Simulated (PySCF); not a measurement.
Bond length, frequency and bond energy of MoCl by level of theory

State: ⁶Σ⁺ (sextet), unpaired electrons σ ↑, π ↑↑, δ ↑↑. Set-up: PySCF, scalar-relativistic core potentials, basis sets Mo def2-TZVPPD with ECP28, Cl def2-TZVPPD. De refers to Mo (4d5 5s1) + Cl in their high-spin ground configurations, without counterpoise correction. The functionals are run spin-unrestricted. A positive dipole means Mo(−)Cl(+).

```
      Level  Re (Å)  ωe (cm⁻¹)  De (eV)  μ (D)  CPU s a point (SCF and correlation, without the integrals)
        UHF   2.382        334      n/a  -6.24                                                         2.8
    UHF-MP2   2.282        384      n/a    n/a                                                           5
UHF-SCS-MP2   2.297        376      n/a    n/a                                                         n/a
   UHF-CCSD   2.307        373     3.52    n/a                                                         n/a
UHF-CCSD(T)   2.298        378     3.68    n/a                                                         330
        PBE   2.275        379     3.97  -3.76                                                         2.1
     PBEsol   2.251        395     4.20  -3.61                                                         1.3
       BP86   2.276        380     3.97  -3.71                                                         1.3
     r²SCAN   2.282        381     3.84  -4.04                                                         3.1
    r²SCANh   2.285        380     3.77  -4.27                                                         4.8
       PBE0   2.283        378     3.79  -4.47                                                           5
  BHandHLYP   2.316        364     3.68  -5.20                                                         3.5
     M06-2X   2.309        357     4.21  -4.69                                                           6
  CAM-B3LYP   2.299        373     3.90  -4.78                                                         7.9
```

Which functional lies closest to UHF-CCSD(T) in De, which farthest, and by how much do they differ from it?

Closest is BHandHLYP (+1.8 pm in Re, -3.7 % in ωe, +0.00 eV in De against UHF-CCSD(T) in the same basis), farthest M06-2X (+1.1 pm in Re, -5.6 % in ωe, +0.53 eV in De). CCSD(T) converges more slowly with the basis than the functionals do and binds too weakly in this one, so the order can change at the basis-set limit.

What does a quarter of exact exchange do here, going from PBE to PBE0?

PBE0 less PBE: +0.8 pm in Re, -0.3 % in ωe, -0.18 eV in De. Exact exchange removes part of the self-interaction that spreads semilocal densities, and in most molecules shortens and stiffens the bond and lowers De; here Re goes the other way.

What does second-order correlation do here, going from UHF to UHF-MP2?

UHF-MP2 less UHF: -10.0 pm in Re, +15.0 % in ωe. Correlation nearly always deepens the well. The bond shortens, as in weak, metallic or heavy-atom bonds, where dispersion and the correlation of outer-core electrons pull the atoms together.

Correlated steps freeze 5 core orbitals. The metal atom is held in its measured ground configuration; semilocal functionals can put another filling of s and d lower by some tenths of an eV, and De to that atom would be smaller. These are scalar-relativistic numbers at best; spin–orbit coupling would shift them, the dissociation energy most. The state is the lowest single determinant that the PBE0 search found; with open d or f shells the true ground state can be another one.

The whole job (state search and all levels along the bond) took about 32 min on 2 threads of Arm Neoverse V1 (shared host), peak memory 6 GiB.
